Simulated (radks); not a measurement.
Q: All-electron atom: Dy55+ in [Ne] 3s1 (the NIST ground configuration). All-electron calculation, scalar-relativistic Kohn-Sham, BLYP, spin-polarised, spherical densities, finite nucleus; open shells are filled with parallel spins first (spin-orbit coupling, left out, can overturn this in heavy ions); Fermi nuclear charge, rms radius 5.2218 fm. Program: a radial shooting solver on a logarithmic mesh with Libxc functionals. Some entries of the table are withheld. Estimate them.

| orbital | occ. | eigenvalue (Ry) | <r^2> (bohr^2) | <1/r> (bohr^-1) |
|---|---|---|---|---|
| 1s up | 1 | -4262.624 | 0.0006083 | 74.60 |
| 1s down | 1 | -4262.352 | 0.0006083 | 74.59 |
| 2s up | 1 | -956.9938 | 0.009194 | 17.62 |
| 2s down | 1 | -956.6851 | 0.009188 | 17.63 |
| 2p up | 3 | -886.2370 | 0.007376 | 16.35 |
| 2p down | 3 | -885.9589 | 0.007370 | 16.35 |
| 3s up | 1 | -395.5348 | (1) | 7.253 |
| 3s down | 0 | -393.8775 | (2) | 7.250 |
| 3p up | 0 | -374.3569 | 0.04851 | 6.863 |
| 3p down | 0 | -372.7806 | 0.04864 | 6.863 |
| 4s up | 0 | -213.7982 | 0.1692 | (3) |

A: 
(1) 3s up <r^2> (bohr^2): 0.05063
(2) 3s down <r^2> (bohr^2): 0.05077
(3) 4s up <1/r> (bohr^-1): 3.925
